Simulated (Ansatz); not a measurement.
A run for Ansatz (a program for electronic structure): R-revPBE/def2-TZVPP on N2 (SMILES N#N).

Ansatz 0.2 input:
```yaml
crystal:
  periodic: [false, false, false]
  atoms:
    - {symbol: N, position_ang: [0.00000000, -0.00000000, 0.54545039]}
    - {symbol: N, position_ang: [-0.00000000, 0.00000000, -0.54545039]}
basis:
  gaussian:
    orbitals: def2-TZVPP
hamiltonian:
  xc: {name: revPBE}
scf: {lower_state_search: off}
```

It printed:

```
WARN ansatz: RAYON_NUM_THREADS=4 ignored (pool sized by the plan → 4); use --threads N
Functional definition: revPBE
these checks for a lower state are left out or cut short: stability, starts, cluster_reference, orbital_swaps, neighbouring_geometries, increment
integrals: 0.01 GiB planned
310 factors; their error is unknown
mean field: 0.10 GiB planned
mean field evaluation 1: about -2979.1509 eV, gradient 3.1e1 eV
mean field evaluation 2: about -2979.4148 eV, gradient 2.8e1 eV
mean field evaluation 4: about -2980.9467 eV, gradient 9.0e-2 eV
mean field evaluation 8: about -2980.9421 eV, gradient 1.5e-3 eV
mean field -2980.94212494 eV, -109.5476025364 hartree, gradient 4.5e-6 eV, S^2 0.000000; 0 other end points of the search recorded, 0 dependent functions left out
reference -2980.94215123 eV, -109.5476035026 hartree; 7, 7 occupied and 55, 55 virtual orbitals, 310 factors
Total energy: -2980.94215123 eV, -109.5476035026 hartree
Checks for a lower state left out: stability, starts, cluster_reference, orbital_swaps, neighbouring_geometries, increment
```

The calculation finished and met its thresholds.

Cost: roughly 0.28 core-seconds.
